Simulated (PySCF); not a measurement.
Species: C4H5Br.
Numbering: `[CH:1]#[C:2][CH2:3][CH2:4][Br:5]` (hydrogens: H6 on C1; H7, H8 on C3; H9, H10 on C4)

The calculation used core-valence-separated Tamm–Dancoff BHandHLYP/aug-pcX-1 (pcseg-1 on H, def2-SVPD on Br) in PySCF, non-relativistic, gas phase, PBE0-D3(BJ)/def2-SVP geometry.

Computed carbon K-edge spectrum, Gaussian lines of 0.4 eV full width, highest printed point 100; it ends one width below the last computed root. Absolute energies from this functional tend to lie a few eV below measured edges; no shift was applied.

```
photon energy (eV)  absorption
             283.0           0
             283.1           2
             283.2           7
             283.3          18
             283.4          37
             283.5          61
             283.6          86
             283.7         100
             283.8          93
             283.9          66
             284.0          38
             284.1          25
             284.2          29
             284.3          35
             284.4          33
             284.5          22
             284.6          10
             284.7           3
             284.8           1
             284.9           0
             285.0           0
             285.1           0
             285.2           0
             285.3           0
             285.4           0
             285.5           0
             285.6           1
             285.7           3
             285.8           5
             285.9           8
             286.0          10
             286.1           9
             286.2           7
             286.3           5
             286.4           5
             286.5           5
             286.6           7
             286.7          10
             286.8          13
             286.9          14
             287.0          15
             287.1          17
             287.2          19
             287.3          18
```

**Question.** Where are the maxima, and which lines make them up?

**Answer.** 4 maxima:
- 283.7 eV: C1 (terminal alkyne carbon), 283.77 eV, f = 0.102, 52 % of the height at the exact maximum; C2 (alkyne carbon), 283.73 eV, f = 0.051, 1s→π*, 27 % of the height at the exact maximum; C1 (terminal alkyne carbon), 283.51 eV, f = 0.063, 1s→π*, 15 % of the height at the exact maximum
- 284.3 eV: C4 (sp3 C–Br carbon), 284.33 eV, f = 0.066, 99 % of the height at the exact maximum
- 286.0 eV: C3 (propargylic carbon), 286.11 eV, f = 0.012, 59 % of the height at the exact maximum; C1 (terminal alkyne carbon), 285.90 eV, f = 0.010, 40 % of the height at the exact maximum
- 287.2 eV: C4 (sp3 C–Br carbon), 287.32 eV, f = 0.018, 46 % of the height at the exact maximum; C1 (terminal alkyne carbon), 287.27 eV, f = 0.008, 21 % of the height at the exact maximum; C1 + C2 (terminal alkyne carbon and alkyne carbon), 287.13 eV, f = 0.009, 21 % of the height at the exact maximum

Further lines of some strength in the range: C2, 283.80 eV, f = 0.014; C3, 286.84 eV, f = 0.021.

Roots within 0.03 eV on the same or equivalent atoms count as one line; shares under 12 % aren't listed.

Vibrational structure and lifetime widths aren't in the curve. The ionisation threshold wasn't computed; near and above it a finite basis only mimics Rydberg series and continuum. Relativistic effects, spin–orbit coupling among them, are left out although an element past zinc is present.

The values belong to the conformer `[CH:1]#[C:2][CH2:3][CH2:4][Br:5]`: C2–C3–C4–Br5 180°.
